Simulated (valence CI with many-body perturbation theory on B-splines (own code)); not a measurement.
# Which ion has this spectrum?

A relativistic CI+MBPT calculation for an atom or ion with 5 electrons gives these levels (eV):

| J | Parity | E | g |
| --- | --- | --- | --- |
| 1/2 | odd | 0.0 | 0.63 |
| 1/2 | even | 212.9 | 2.08 |
| 3/2 | odd | 759.7 | 1.31 |
| 3/2 | even | 908.5 | 1.64 |
| 5/2 | even | 945.4 | 1.32 |
| 1/2 | even | 1005.3 | 1.25 |
| 3/2 | even | 1007.0 | 0.97 |
| 3/2 | odd | 1230.4 | 1.33 |
| 5/2 | even | 1686.2 | 1.42 |
| 1/2 | even | 1777.0 | 1.91 |
| 3/2 | even | 1777.8 | 1.18 |
| 3/2 | odd | 1949.9 | 1.44 |
| 5/2 | odd | 1971.6 | 1.17 |
| 1/2 | odd | 2019.0 | 0.63 |

The energies are calculated, and their last digits are not significant.

Question: Which is it?
A. Eu58+
B. Sm57+
C. Tb60+
D. Gd59+

Answer: D. Gd59+, ground level (2s^2 2p1/2) J=1/2.
